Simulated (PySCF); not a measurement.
**Name the molecule from its bond curve**

A diatomic of charge +1 contains Rb. Its singlet curve at PW91 in a double-zeta basis (spin-free X2C with a Gaussian nucleus, PySCF), in eV from the separated fragments:

R (Å), E (eV) and a bar:
```
    3.167     -0.167 ##########################
    3.314     -0.214 ###########
    3.461     -0.238 ###
    3.571     -0.245 
    3.682     -0.246 
    3.792     -0.242 #
    3.940     -0.232 #####
    4.124     -0.214 ###########
    4.345     -0.189 ###################
    4.639     -0.155 ##############################
```

The fit gives ωe = 121 cm⁻¹ and the rotational constant Bₑ = 0.1559 cm⁻¹.

Question: Which atom is the partner?

Answer: The minimum lies at 3.643 Å, so the reduced mass is 16.8576 u Å² cm⁻¹/(Bₑ·Re²) = 8.148 u. With Rb at 84.91 u the partner weighs about 9.0 u: Be. The molecule is RbBe⁺.

Closed-shell solutions of metal pairs were not tested for spin polarisation, which can lower them a little.
